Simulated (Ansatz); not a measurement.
C2H8FNSi, SMILES `CN[SiH](C)F`. Charge 0, multiplicity 1.

Z-matrix (Å, degrees):
```
C
N 1 1.448
H 1 1.096 2 113.1
H 1 1.092 2 109.8 3 -119.9
H 1 1.094 2 111.2 3 121.9
Si 2 1.699 1 126.6 3 95.8
H 2 1.008 1 113.5 3 -65.3
F 6 1.611 2 113.3 1 -74.3
C 6 1.854 2 111.6 1 45.0
H 6 1.483 2 106.4 1 170.1
H 9 1.093 6 110.0 2 178.4
H 9 1.092 6 111.0 2 58.4
H 9 1.093 6 111.5 2 -62.5
```

Q: List the harmonic frequencies (cm⁻¹, unscaled) at PBE0-D4/def2-TZVP in Ansatz. (Estimate.)

A: Computed: 74, 113, 140, 180, 251, 294, 393, 445, 668, 709, 769, 796, 837, 898, 924, 1107, 1145, 1167, 1282, 1421, 1447, 1448, 1464, 1486, 1518, 2241, 3020, 3055, 3076, 3120, 3137, 3145, 3627.

Q: Is this a minimum?

A: Yes, all 33 modes are real.

Q: Give the ideal-gas thermochemistry at 298.15 K and 1 bar (rigid rotor, harmonic oscillator; point group C1, symmetry number 1).

A: Zero-point energy 271.5 kJ/mol; H(298) − E = 294.4 kJ/mol; entropy 357.2 J/(mol·K), of which translation 165.4, rotation 111.5, vibration 80.3; G(298) − E = 187.9 kJ/mol. Modes under 100 cm⁻¹ are hindered rotations or soft bends, so the harmonic entropy is rough.

Q: Rotational constants (cm⁻¹)?

A: 0.1718, 0.09607, 0.07694.
